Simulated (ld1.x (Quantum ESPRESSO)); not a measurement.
# What one change does to a pseudopotential (O (Z = 8), TM)

oxygen (O), norm-conserving Troullier–Martins (Kleinman–Bylander form), made with ld1.x (Quantum ESPRESSO) 7.5 (PBE, scalar-relativistic). Core [He], reference 2s2 2p4. Waves: 2s (bound): rc 0.85 bohr; 2p (bound): rc 1.45 bohr; 3d channel at 0.15 Ry: rc 1.35 bohr. Local part: all-electron potential smoothed inside 0.65 bohr (lloc = -1). Core correction: none.

Change: wave 2p (bound): rc 1.45 bohr becomes 2p (bound): rc 1.24 bohr.

Cutoffs: the cutoffs (Ry, on a coarse ladder) from which the occupation-weighted sum of valence levels, in a spherical-Bessel basis at the reference potential, stays within 10 and 1 mRy of its value at 400 Ry; they do not see the model core or the augmentation charge, which bear on the density cutoff. Errors are all-electron minus pseudo energies relative to the spin-unpolarised reference configuration.

Problem. What does the change do?

Solution. The potential gets neither clearly harder nor softer (80 Ry and 180 Ry → 90 Ry and 180 Ry); of the 7 tests that both files solve, the error grows in 0 and shrinks in 6 by more than 15 % and 0.3 meV (median size 35.7 → 40.5 meV); neither file shows a bound ghost. Less of the atom is replaced, so other configurations are described better.

```csv
quantity,base,changed
"cutoff, loose",80 Ry,90 Ry
"cutoff, tight",180 Ry,180 Ry
loose cutoff by channel (10 mRy a level),"s 60 Ry, p 55 Ry","s 60 Ry, p 70 Ry"
bound ghosts,none,none
"error for 2s2 2p3, meV [ΔE 16.43 eV]",+13,+6.5
"error for 2s2 2p2, meV [ΔE 50.02 eV]",+146,+80
"error for 2s2 2p1, meV [ΔE 103.89 eV]",+677,+397
"error for 2s2 2p0, meV [ΔE 180.79 eV]",+2149,+1361
"error for 2s0 2p6, meV [ΔE 29.94 eV]",+36,+40
"error for 2s1 2p4, meV [ΔE 31.66 eV]",-32,-12
"error for 2s2 2p3.5, meV [ΔE 6.29 eV]",+1.4,+0.5
```
